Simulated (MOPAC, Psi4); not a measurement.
Approach curve of the dimer CH2O2 ··· H6Si2 (SMILES O=CO and [SiH3][SiH3]), singlet. Monomers: optimised at B3LYP-D3(BJ) (def2-TZVP), held rigid. Orientation: a random orientation, not optimised. Only R, the distance of the centres of mass, is varied, so the lowest point isn't the relaxed dimer.

Geometry at R = 4.79 Å (first 5 atoms: monomer A):
```
13

O      0.7742    -0.5652     0.1739
C     -0.4210     0.0120    -0.0361
O     -0.5940     1.1709    -0.2795
H      1.4543     0.1244     0.0923
H     -1.2135    -0.7422     0.0494
Si     4.2107     1.9019     3.5315
Si     1.9656     1.6280     2.9146
H      5.1036     1.4770     2.4260
H      4.4883     3.3249     3.8447
H      4.5184     1.0841     4.7301
H      1.6579     2.4457     1.7160
H      1.0727     2.0528     4.0202
H      1.6880     0.2050     2.6015
```

- PM3, restricted, heats of formation (MOPAC)
- MP2/aug-cc-pVDZ = Psi4 with DF-MP2/aug-cc-pVDZ, frozen core, counterpoise-corrected
- SAPT0/jun-cc-pVDZ, frozen core (Psi4)

Interaction energies in kcal/mol:

```
R / Å    PM3  MP2/aug-cc-pVDZ
-----  -----  ---------------
4.16    6.92             7.32
4.37    3.54             3.38
4.61    1.31             1.10
4.79    0.54             0.27
4.96    0.20            -0.14
5.19    0.01            -0.36
5.46   -0.06            -0.40
5.79   -0.07            -0.34
6.25   -0.06            -0.22
7.00   -0.05            -0.11
7.96   -0.04            -0.04
9.29   -0.02            -0.02
```

Task: Estimate the SAPT0/jun-cc-pVDZ values at these points.

Result: 4.16: 8.13; 4.37: 4.12; 4.61: 1.72; 4.79: 0.78; 4.96: 0.29; 5.19: -0.04; 5.46: -0.17; 5.79: -0.19; 6.25: -0.14; 7.00: -0.07; 7.96: -0.03; 9.29: -0.01 (kcal/mol).
